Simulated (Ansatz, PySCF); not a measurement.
Molecule: C$_{3}$H$_{6}$O$_{2}$, net charge 0, singlet state. SMILES: CCOC=O
Coordinates optimised at B3LYP-D3(BJ)/def2-TZVP (Ansatz, a program for electronic structure):
```
C
H 1 1.0907
H 1 1.0907 2 107.81
O 1 1.4497 2 108.43 3 -117.21
C 4 1.3360 1 116.26 2 58.40
O 5 1.1996 4 126.06 1 0.00
H 5 1.0986 6 124.78 4 180.00
C 1 1.5097 2 112.21 3 124.05
H 8 1.0905 1 110.97 2 179.56
H 8 1.0905 9 108.48 1 122.15
H 8 1.0913 9 108.35 10 117.43
```
Charge 0, spin multiplicity 1.

M06-2X/6-31G* (5d) beside other levels, property by property. Conventions: non-relativistic; atomisation electronic, to ground-state atoms; dispersion terms only where a functional's name holds one; no spin-orbit coupling; valence correlation only; UHF or UKS for open shells; LANL2DZ all-electron up to Ne; 6-31G* and kin with 6d, 5d where marked. Basis-set limits of correlation are two-point, X^-3; Hartree-Fock from the larger set. [CCSD(T)-MP2]/basis is that difference in the basis named. First-principles rows: single points at B3LYP-D3(BJ) geometries (Ansatz), with unscaled harmonic terms from B3LYP/6-31G* (Ansatz) at its own minima, enthalpies of formation by atomisation with measured atoms.

Measured values: NIST CCCBDB, as tabulated in the package chemicals; dipoles are vibrational averages and may belong to another conformer or a mix. Coupled cluster (Ansatz) is a level with limits of its own, used here on species with T1 under 0.025 (0.045 for open shells) and stable references: RI-MP2/CBS(aug-cc-pVTZ,aug-cc-pVQZ)+[CCSD(T)-MP2]/aug-cc-pVTZ.

| property | M06-2X/6-31G* (5d) (PySCF) | BP86/def2-SVP (PySCF) | B3LYP/LANL2DZ (Ansatz) | B3LYP/6-31G* (Ansatz) | to compare with |
|---|---|---|---|---|---|
| atomisation energy (kcal/mol) | 1086.7 | 1129.2 | 1016.0 | 1079.4 | 1082.7 coupled cluster |
| enthalpy of formation at 298 K (kcal/mol) | -96.6 | -139.1 | -25.9 | -89.3 | -92.5 coupled cluster |
| size of the dipole moment (D) | 2.07 | 2.05 | 2.20 | 2.09 | 1.98 measured |

As the rows show:
- atomisation energy: M06-2X/6-31G* (5d) lies 4.0 kcal/mol above coupled cluster.
- enthalpy of formation at 298 K: M06-2X/6-31G* (5d) lies 4.1 kcal/mol below coupled cluster.
- size of the dipole moment: M06-2X/6-31G* (5d) lies 0.09 D above the measured value.

The properties are those with a value to compare with, at most eight drawn at random. No case is left out for the size of its miss. Left out are saddle points of the reference geometry, anions that the best level run finds unbound, excited spin states, species near biochemistry, 298 K rows of species without real B3LYP wavenumbers, cases with under five habitual levels, runs that failed or that the program found above a lower state of the same kind, table entries that another table contradicts, and a share of species set aside by lot.
